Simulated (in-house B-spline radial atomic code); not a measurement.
Hg IV (Hg3+): [He] 2s2 (2p1/2)1 (2p3/2)4 3s2 3p6 3d10 4s2 4p6 4d10 4f14 5s2 5p6 5d10 (with a hole in an inner shell)

Level of theory: Dirac-Hartree-Fock, average of the jj configuration, Fermi nucleus of rms radius 5.4648 fm; calculated with a B-spline radial code for spherical atoms.

Effective charges: Z_r = [3n² - l(l+1)]/(2<r>) from the radius, Z_e = n√(-2ε) from the energy, and Slater's rules. Values are occupation-weighted means over j. An effective charge above Z reflects the relativistic contraction of the inner shells.

```json
{"shell": "1s", "electrons": "2", "ε (eV)": "-84123", "<r> (bohr)": "0.01658", "Z_r": "90.48", "Z_e": "78.63", "Slater": "79.70"}
{"shell": "2s", "electrons": "2", "ε (eV)": "-15229", "<r> (bohr)": "0.06892", "Z_r": "87.05", "Z_e": "66.91", "Slater": "76.20"}
{"shell": "2p", "electrons": "5", "ε (eV)": "-13072", "<r> (bohr)": "0.06355", "Z_r": "78.67", "Z_e": "61.99", "Slater": "76.20"}
{"shell": "3s", "electrons": "2", "ε (eV)": "-3740.2", "<r> (bohr)": "0.1783", "Z_r": "75.72", "Z_e": "49.74", "Slater": "69.60"}
{"shell": "3p", "electrons": "6", "ε (eV)": "-3164.2", "<r> (bohr)": "0.1789", "Z_r": "69.86", "Z_e": "45.75", "Slater": "69.60"}
{"shell": "3d", "electrons": "10", "ε (eV)": "-2502.8", "<r> (bohr)": "0.1628", "Z_r": "64.51", "Z_e": "40.69", "Slater": "59.85"}
{"shell": "4s", "electrons": "2", "ε (eV)": "-894.58", "<r> (bohr)": "0.3945", "Z_r": "60.83", "Z_e": "32.43", "Slater": "53.25"}
{"shell": "4p", "electrons": "6", "ε (eV)": "-698.72", "<r> (bohr)": "0.4171", "Z_r": "55.14", "Z_e": "28.67", "Slater": "53.25"}
{"shell": "4d", "electrons": "10", "ε (eV)": "-447.58", "<r> (bohr)": "0.439", "Z_r": "47.83", "Z_e": "22.94", "Slater": "41.85"}
{"shell": "5s", "electrons": "2", "ε (eV)": "-179.15", "<r> (bohr)": "0.8982", "Z_r": "41.75", "Z_e": "18.14", "Slater": "23.35"}
{"shell": "4f", "electrons": "14", "ε (eV)": "-169.27", "<r> (bohr)": "0.4646", "Z_r": "38.74", "Z_e": "14.11", "Slater": "30.45"}
{"shell": "5p", "electrons": "6", "ε (eV)": "-122.66", "<r> (bohr)": "1.016", "Z_r": "35.93", "Z_e": "15.01", "Slater": "23.35"}
{"shell": "5d", "electrons": "10", "ε (eV)": "-51.74", "<r> (bohr)": "1.329", "Z_r": "25.96", "Z_e": "9.75", "Slater": "9.85"}
```

The least bound orbital is 5d5/2 at -50.82 eV, and it is also the most diffuse (<r> = 1.346 bohr). The part-filled 2p shell lies below the filled 5d shell in orbital energy.

For the 1s electron the small component carries 9.26 % of the norm, the zero-frequency Breit interaction raises the level by 298.1 eV, self-energy by 203.2 eV, and vacuum polarisation lowers it by 42.07 eV.
